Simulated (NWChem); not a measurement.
System meant: C$_{3}$H$_{5}$FSi; SMILES C#CC[SiH2]F

Input file for NWChem:

```
start job
memory heap 200 mb stack 900 mb global 1100 mb
geometry units angstroms noautoz
  C      0.686141    -2.545244     0.233592
  C     -0.041036    -1.637945    -0.106805
  C     -0.883063    -0.518360    -0.483139
  Si    -0.331167     1.109376     0.288099
  F      1.104191     1.539612    -0.339927
  H      1.327564    -3.355155     0.527334
  H     -1.929001    -0.692687    -0.170388
  H     -0.903179    -0.391167    -1.579972
  H     -1.316086     2.173270    -0.058549
  H     -0.175671     0.970294     1.760434
end
basis spherical
  * library def2-svp
end
dft
  odft
  mult 2
  xc xpbe96 cpbe96
  iterations 150
  mulliken
end
task dft energy
```

End of the output:

```
 Summary of "ao basis" -> "" (spherical)
 ------------------------------------------------------------------------------
       Tag                 Description            Shells   Functions and Types
 ---------------- ------------------------------  ------  ---------------------
 *                          def2-svp                  on all atoms

  pbe96 is a nonlocal functional; adding pw91lda local functional.

                                 NWChem DFT Module
                                 -----------------

 Summary of "ao basis" -> "ao basis" (spherical)
 ------------------------------------------------------------------------------
       Tag                 Description            Shells   Functions and Types
 ---------------- ------------------------------  ------  ---------------------
 C                          def2-svp                 6       14   3s2p1d
 Si                         def2-svp                 8       18   4s3p1d
 F                          def2-svp                 6       14   3s2p1d
 H                          def2-svp                 3        5   2s1p

 Summary of "ao basis" -> "ao basis" (spherical)
 ------------------------------------------------------------------------------
       Tag                 Description            Shells   Functions and Types
 ---------------- ------------------------------  ------  ---------------------
 C                          def2-svp                 6       14   3s2p1d
 Si                         def2-svp                 8       18   4s3p1d
 F                          def2-svp                 6       14   3s2p1d
 H                          def2-svp                 3        5   2s1p

  number of electrons :                   46
  multiplicity        :                    2
 ------------------------------------------------------------------------
  no. of electrons and multiplicity not compatible                  46
 ------------------------------------------------------------------------
 ------------------------------------------------------------------------
  current input line :
    25: task dft energy
 ------------------------------------------------------------------------
 ------------------------------------------------------------------------
 There is an error in the input file
 ------------------------------------------------------------------------
 For more information see the NWChem manual at https://nwchemgit.github.io

0: no. of electrons and multiplicity not compatible:Received an Error in Communication
```

**Question.** Can this run be used? If not, why, and what is the fix?

**Answer.** The program refused the input. Cause: the multiplicity doesn't fit the number of electrons (an even count wants an odd multiplicity, and the reverse). This input runs:
```
start job
memory heap 200 mb stack 900 mb global 1100 mb
geometry units angstroms noautoz
  C      0.686141    -2.545244     0.233592
  C     -0.041036    -1.637945    -0.106805
  C     -0.883063    -0.518360    -0.483139
  Si    -0.331167     1.109376     0.288099
  F      1.104191     1.539612    -0.339927
  H      1.327564    -3.355155     0.527334
  H     -1.929001    -0.692687    -0.170388
  H     -0.903179    -0.391167    -1.579972
  H     -1.316086     2.173270    -0.058549
  H     -0.175671     0.970294     1.760434
end
basis spherical
  C library def2-svp
  Si library def2-svp
  F library def2-svp
  H library def2-svp
end
dft
  xc xpbe96 cpbe96
  iterations 150
  mulliken
end
task dft energy
```
It converges to -505.98276 Ha (PBE/def2-SVP).
